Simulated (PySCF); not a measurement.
Basis-set dependence of MgIn at r²SCAN

PySCF, UKS reference; doublet, unpaired electrons π ↑; De to Mg + In without counterpoise correction.

| basis | relativity | functions | Re (Å) | ωe (cm⁻¹) | De (eV) | μ (D) |
| --- | --- | --- | --- | --- | --- | --- |
| def2-SVP | scalar-relativistic core potentials | 44 | 2.970 | 167 | 0.52 | -1.09 |
| def2-SVPD | scalar-relativistic core potentials | 53 | 2.969 | 168 | 0.53 | -1.03 |
| aug-cc-pVDZ/aug-cc-pVDZ-PP | scalar-relativistic core potentials | 59 | 2.974 | 166 | 0.52 | -1.04 |

(1) How does each smaller set differ from the one with most functions, aug-cc-pVDZ/aug-cc-pVDZ-PP?

A positive dipole means Mg(−)In(+). Spin–orbit coupling is left out, which matters for elements this heavy, above all for dissociation energies. The state was picked by a PBE0 search and need not be the measured ground state.

## Answers

(1) def2-SVP: -0.4 pm, +0.6 % in ωe, +0.00 eV in De; def2-SVPD: -0.5 pm, +1.2 % in ωe, +0.01 eV in De. All at r²SCAN; the set with most functions is neither the basis-set limit nor always the best.
